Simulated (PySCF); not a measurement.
C4H5BO, SMILES C#CB1COC1.

Geometry: PBE0-D3(BJ)/def2-SVP. This is a generated structure with no PubChem entry under its InChIKey; it may be hypothetical.

Calculation: TDA-PBE/def2-SVPD run with PySCF.

Vertical excitations. Gas-phase values at a fixed geometry. State labels are in the subgroup C2v.

```
state  symmetry  energy (eV)  λ (nm)      f                            main pairs
-----  --------  -----------  ------  -----  ------------------------------------
S1           A1         3.05     407  0.034                        HOMO→LUMO 99 %
S2           A2         3.73     332  0.000                     HOMO−1→LUMO 100 %
S3           B1         4.25     292  0.003                     HOMO−2→LUMO 100 %
S4           A2         5.09     243  0.000                      HOMO→LUMO+1 97 %
S5           A2         5.17     240  0.000                      HOMO−4→LUMO 96 %
S6           A1         5.49     226  0.029  HOMO−3→LUMO 70 %, HOMO−1→LUMO+1 27 %
S7           B1         5.75     216  0.014                     HOMO→LUMO+2 100 %
S8           B1         6.43     193  0.000                      HOMO→LUMO+3 95 %
S9           B2         6.49     191  0.000                    HOMO−2→LUMO+1 93 %
S10          B2         6.59     188  0.049                    HOMO−1→LUMO+2 94 %
T1           A1         2.72     455      0                       HOMO→LUMO 100 %
T2           A2         3.37     368      0                      HOMO−1→LUMO 99 %
T3           B1         3.95     314      0                     HOMO−2→LUMO 100 %
T4           A1         4.06     306      0                      HOMO−3→LUMO 97 %
```
Triplets are in the Tamm–Dancoff approximation.
